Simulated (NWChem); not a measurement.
System: AlGeH4F; SMILES [F][AlH][GeH3]

Input file for NWChem:

```
start job
memory heap 200 mb stack 900 mb global 1100 mb
geometry units angstroms noautoz
  Al    -0.531708     1.250512    -0.000707
  F      0.626549     2.443798    -0.005538
  Ge     0.163348    -1.131499    -0.000541
  H     -0.274580    -1.839257    -1.310729
  H      1.689847    -1.345957     0.142132
  H     -0.519047    -1.911195     1.154862
  H     -2.034820     1.761737    -0.000983
end
basis spherical
  * library def2-svp
end
dft
  xc xwpbe 1.00 cpbe96 1.0 hfexch 1.00
  cam 0.3 cam_alpha 0.0 cam_beta 1.0
  iterations 150
  vectors input atomic output neutral.movecs
end
task dft energy
charge 1
dft
  odft
  mult 2
  vectors input atomic output cation.movecs
end
task dft energy
```

Output (shortened):

```
             Northwest Computational Chemistry Package (NWChem) 7.3.0
             --------------------------------------------------------

 C1  symmetry detected

                             Geometry "geometry" -> ""
                             -------------------------

 Output coordinates in angstroms (scale by  1.889725989 to convert to a.u.)

  No.       Tag          Charge          X              Y              Z
 ---- ---------------- ---------- -------------- -------------- --------------
    1 Al                  13.0000    -0.54563858     1.28800077     0.00060235
    2 F                    9.0000     0.64445254     2.44955005    -0.00007942
    3 Ge                  32.0000     0.08478700    -1.11192480     0.00024738
    4 H                    1.0000    -0.36869186    -1.80640647    -1.31175378
    5 H                    1.0000     1.60455569    -1.36769032     0.14665139
    6 H                    1.0000    -0.62143912    -1.87393416     1.15312695
    7 H                    1.0000    -2.03437992     1.83966425    -0.00305643

 Effective nuclear repulsion energy (a.u.)     222.0822114966

  pbe96 is a nonlocal functional; adding pw91lda local functional.

                                 NWChem DFT Module
                                 -----------------

 Summary of "ao basis" -> "ao basis" (spherical)
 ------------------------------------------------------------------------------
       Tag                 Description            Shells   Functions and Types
 ---------------- ------------------------------  ------  ---------------------
 Al                         def2-svp                 8       18   4s3p1d
 F                          def2-svp                 6       14   3s2p1d
 Ge                         def2-svp                12       32   5s4p3d
 H                          def2-svp                 3        5   2s1p

            General Information
            -------------------
          SCF calculation type: DFT
          Wavefunction type:  closed shell.
          No. of atoms     :     7
          No. of electrons :    58
           Alpha electrons :    29
            Beta electrons :    29
          Charge           :     0
          Spin multiplicity:     1
          Use of symmetry is: off; symmetry adaption is: off
          Maximum number of iterations: 150
          AO basis - number of functions:    84
                     number of shells:    38
          Convergence on energy requested:  1.00D-06
          Convergence on density requested:  1.00D-05
          Convergence on gradient requested:  5.00D-04

              XC Information
              --------------
                     Hartree-Fock (Exact) Exchange  1.000
                     LC-wPBE(h)Exchange Functional  1.000
            Perdew 1991 LDA Correlation Functional  1.000 local
           PerdewBurkeErnz. Correlation Functional  1.000 non-local

           Range-Separation Parameters
           ---------------------------
           Alpha           :  0.00
           Beta            :  1.00
           Gamma           :  0.30
           Short-Range HF  :     F

             Grid Information
             ----------------
          Grid used for XC integration:  medium
          Radial quadrature: Mura-Knowles
          Angular quadrature: Lebedev.
          Tag              B.-S. Rad. Rad. Pts. Rad. Cut. Ang. Pts.
          ---              ---------- --------- --------- ---------
          Al                  1.25       88          10.0       590
          F                   0.50       49          12.0       434
          Ge                  1.25      112          10.0       590
          H                   0.35       45          12.0       434
          Grid pruning is: on
          Number of quadrature shells:   429
          Spatial weights used:  Erf1

      Superposition of Atomic Density Guess
      -------------------------------------

 Sum of atomic energies:       -2418.12453498

      Non-variational initial energy
      ------------------------------

 Total energy =   -2418.556761
 1-e energy   =   -3814.826754
 2-e energy   =    1174.187782
 HOMO         =      -0.289644
 LUMO         =      -0.009171

   convergence    iter        energy       DeltaE   RMS-Dens  Diis-err
 ---------------- ----- ----------------- --------- --------- ---------
 d= 0,ls=0.0,diis     1  -2420.7623739341 -2.64D+03  1.42D-02  6.77D-01
 d= 0,ls=0.0,diis     2  -2420.7733767123 -1.10D-02  6.16D-03  9.46D-01
 d= 0,ls=0.0,diis     3  -2420.8451831195 -7.18D-02  9.30D-04  7.11D-03
 d= 0,ls=0.0,diis     4  -2420.8459549876 -7.72D-04  2.00D-04  8.88D-04
 d= 0,ls=0.0,diis     5  -2420.8460185724 -6.36D-05  9.55D-05  1.09D-04
  Resetting Diis
 d= 0,ls=0.0,diis     6  -2420.8460274536 -8.88D-06  4.03D-05  4.40D-06
 d= 0,ls=0.0,diis     7  -2420.8460284358 -9.82D-07  6.27D-06  8.12D-08

         Total DFT energy =    -2420.846028435812
      One electron energy =    -3816.049387569600
           Coulomb energy =     1282.276682757363
    Exchange-Corr. energy =     -109.155535120160
 Nuclear repulsion energy =      222.082211496585

 Numeric. integr. density =       58.000003847333

                       DFT Final Molecular Orbital Analysis
                       ------------------------------------

 Vector   27  Occ=2.000000D+00  E=-4.344242D-01
              MO Center= -2.7D-01, -1.5D+00, -1.5D-01, r^2= 2.4D+00
   Bfn.  Coefficient  Atom+Function         Bfn.  Coefficient  Atom+Function
  ----- ------------  ---------------      ----- ------------  ---------------
    46      0.337034  3 Ge pz                65     -0.331885  4 H  s
    75      0.292389  6 H  s                 49      0.216894  3 Ge pz
    43     -0.201085  3 Ge pz                66     -0.180659  4 H  s
    76      0.158814  6 H  s                 40      0.065797  3 Ge pz
    51      0.058082  3 Ge d -1              53     -0.047598  3 Ge d  1

 Vector   28  Occ=2.000000D+00  E=-4.325413D-01
              MO Center=  4.7D-01, -1.2D+00,  1.4D-01, r^2= 2.9D+00
   Bfn.  Coefficient  Atom+Function         Bfn.  Coefficient  Atom+Function
  ----- ------------  ---------------      ----- ------------  ---------------
    70      0.345791  5 H  s                 44      0.318467  3 Ge px
    75     -0.222775  6 H  s                 47      0.197953  3 Ge px
    41     -0.189528  3 Ge px                71      0.185650  5 H  s
    65     -0.155611  4 H  s                 76     -0.124808  6 H  s
    45      0.099352  3 Ge py                66     -0.087080  4 H  s

 Vector   29  Occ=2.000000D+00  E=-3.651113D-01
              MO Center= -4.3D-01,  1.6D-01, -1.3D-04, r^2= 4.0D+00
   Bfn.  Coefficient  Atom+Function         Bfn.  Coefficient  Atom+Function
  ----- ------------  ---------------      ----- ------------  ---------------
    45      0.323100  3 Ge py                48      0.290030  3 Ge py
    80     -0.237512  7 H  s                 81     -0.222786  7 H  s
    37      0.216398  3 Ge s                  9     -0.213885  1 Al py
    42     -0.184457  3 Ge py                23     -0.153211  2 F  py
     3      0.147263  1 Al s                  8      0.131691  1 Al px

 Vector   30  Occ=0.000000D+00  E= 7.931204D-03
              MO Center= -4.8D-01,  9.1D-01,  8.3D-03, r^2= 4.3D+00
   Bfn.  Coefficient  Atom+Function         Bfn.  Coefficient  Atom+Function
  ----- ------------  ---------------      ----- ------------  ---------------
    13      0.688475  1 Al pz                10      0.309164  1 Al pz
    66      0.278428  4 H  s                 49      0.247734  3 Ge pz
    76     -0.242185  6 H  s                  7     -0.174601  1 Al pz
    24      0.170556  2 F  pz                27     -0.163787  2 F  pz
    65      0.111194  4 H  s                 75     -0.097602  6 H  s

 Vector   31  Occ=0.000000D+00  E= 6.440952D-02
              MO Center= -8.2D-02,  6.8D-01, -1.8D-02, r^2= 5.5D+00
   Bfn.  Coefficient  Atom+Function         Bfn.  Coefficient  Atom+Function
  ----- ------------  ---------------      ----- ------------  ---------------
     4      1.094445  1 Al s                 47      0.592539  3 Ge px
    37     -0.488416  3 Ge s                 76      0.417252  6 H  s
    36     -0.373370  3 Ge s                 66      0.349862  4 H  s
    81     -0.336240  7 H  s                 71     -0.319431  5 H  s
    21     -0.312493  2 F  s                 11      0.296329  1 Al px

 Vector   32  Occ=0.000000D+00  E= 7.701282D-02
              MO Center= -5.6D-01,  2.3D-02, -8.7D-03, r^2= 5.2D+00
   Bfn.  Coefficient  Atom+Function         Bfn.  Coefficient  Atom+Function
  ----- ------------  ---------------      ----- ------------  ---------------
     4      1.239926  1 Al s                 37     -0.985218  3 Ge s
    71      0.739398  5 H  s                 81     -0.684132  7 H  s
    12     -0.664444  1 Al py                48     -0.600439  3 Ge py
    36     -0.432750  3 Ge s                 47     -0.396068  3 Ge px
    11     -0.362068  1 Al px                35      0.218732  3 Ge s

     Multipole analysis of the density
     ---------------------------------

     L   x y z        total         alpha         beta         nuclear
     -   - - -        -----         -----         ----         -------
     0   0 0 0     -0.000000    -29.000000    -29.000000     58.000000

     1   1 0 0     -0.301186     -0.150593     -0.150593      0.000000
     1   0 1 0     -0.241895     -0.120947     -0.120947     -0.000000
     1   0 0 1      0.002946      0.001473      0.001473     -0.000000

     2   2 0 0    -29.958081    -41.893642    -41.893642     53.829203
     2   1 1 0     -0.987688      3.170128      3.170128     -7.327943
     2   1 0 1     -0.003263     -0.009668     -0.009668      0.016073
     2   0 2 0    -33.040606   -243.573372   -243.573372    454.106138
     2   0 1 1      0.011925      0.002369      0.002369      0.007187
     2   0 0 2    -25.472226    -18.221130    -18.221130     10.970033

[...]
```

Level: LC-wPBE (HJS exchange hole, range parameter 0.3 per bohr)/def2-SVP, vertical spin-unrestricted ions. Coordinates come from a B3LYP/6-31G* (spherical d) optimisation.
